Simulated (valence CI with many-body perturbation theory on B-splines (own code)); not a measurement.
Ladder of approximations for Os5+

Level of theory: valence CI with perturbative core correlation (CI+MBPT): three valence electrons over a frozen Dirac-Fock core [Xe] 4f14, a basis of 9 s, 9 p, 10 d, 8 f, 5 g, 3 h, 1 i functions for each j, with the one-electron correlation potential Σ1, the two-electron term Σ2, the three-electron term Σ3, Breit, model QED; selected CI, second order for the rest, scaled by the run's own slope (own B-spline code, finite nucleus).

Set against measurement, 68 paired levels are off by 1430 cm⁻¹ on average, the worst by 5347. 1 measured level below the end of the list, from 220745 cm⁻¹ on, found no clear computed partner.

Each rung adds one term. CI alone is the Dirac-Coulomb CI over the frozen core; QED comes last and gives the full result, which names the levels. Energies are above 5d³ ⁴F_3/2 on the same rung, in eV.

Names give the largest LS component (configuration and term), which can be under half, so a name can repeat, a term be missing and a line seem to break the LS rules; names also repeat where a configuration has a term twice. Letters in brackets count levels of one name in rising energy.

| Level | CI alone | Σ1 | Σ2 | Σ3 | Breit | QED | Full |
| --- | --- | --- | --- | --- | --- | --- | --- |
| 5d³ ⁴F_5/2 | 0.700 | +0.0773 | +0.0177 | +0.0023 | -0.0200 | +0.0031 | 0.780 |
| 5d³ ⁴F_7/2 | 1.287 | +0.1178 | +0.0279 | +0.0018 | -0.0299 | +0.0045 | 1.409 |
| 5d³ ⁴F_9/2 | 1.706 | +0.1237 | +0.0172 | -0.0019 | -0.0301 | +0.0044 | 1.819 |
| 5d³ ⁴P_3/2 | 1.756 | +0.0610 | +0.0323 | +0.0148 | -0.0121 | +0.0024 | 1.854 |
| 5d³ ⁴P_1/2 | 2.050 | +0.0822 | +0.0122 | +0.0150 | -0.0172 | +0.0031 | 2.145 |
| 5d³ ²G_7/2 | 2.715 | +0.1539 | +0.0274 | -0.0103 | -0.0356 | +0.0058 | 2.856 |
| 5d³ ²H_9/2 | 2.863 | +0.1649 | -0.0226 | +0.0022 | -0.0402 | +0.0062 | 2.973 |
| 5d³ ⁴P_5/2 | 2.989 | +0.1529 | +0.0321 | -0.0014 | -0.0358 | +0.0058 | 3.142 |
| 5d³ ²D_3/2 [a] | 3.278 | +0.1787 | +0.1098 | -0.0079 | -0.0399 | +0.0069 | 3.525 |
| 5d³ ²P_1/2 | 3.360 | +0.1901 | +0.1082 | +0.0308 | -0.0418 | +0.0077 | 3.655 |
| 5d³ ²H_11/2 | 3.885 | +0.1992 | -0.0628 | +0.0027 | -0.0463 | +0.0071 | 3.985 |
| 5d³ ²D_5/2 [a] | 4.077 | +0.2148 | +0.1250 | -0.0229 | -0.0470 | +0.0081 | 4.355 |
| 5d³ ²G_9/2 | 4.341 | +0.2740 | +0.0428 | -0.0062 | -0.0656 | +0.0106 | 4.596 |
| 5d³ ²F_5/2 | 4.911 | +0.1693 | -0.0418 | +0.0081 | -0.0325 | +0.0061 | 5.020 |
| 5d³ ²P_3/2 | 4.602 | +0.2798 | +0.2206 | +0.0173 | -0.0637 | +0.0114 | 5.067 |
| 5d³ ²F_7/2 | 4.978 | +0.1958 | -0.0352 | +0.0088 | -0.0413 | +0.0071 | 5.113 |
| 5d³ ²D_3/2 [b] | 7.296 | +0.2415 | +0.1161 | -0.0085 | -0.0453 | +0.0083 | 7.608 |
| 5d³ ²D_5/2 [b] | 7.313 | +0.2682 | +0.1984 | -0.0053 | -0.0546 | +0.0098 | 7.729 |
| 5d²6s ⁴F_3/2 | 11.159 | +0.3658 | +0.6914 | +0.0294 | +0.0189 | +0.0513 | 12.315 |

The middle columns are the shifts that each term adds.

(1) How does the ionisation energy move along the ladder, and which term matters most?

Results:

(1) CI alone 68.466, + Σ1 69.991, + Σ2 70.766, + Σ3 70.764, + Breit 70.755, + QED 70.766 eV. The largest step is Σ1, 1.525 eV. NIST lists 70.1 ± 2 eV (theoretical).
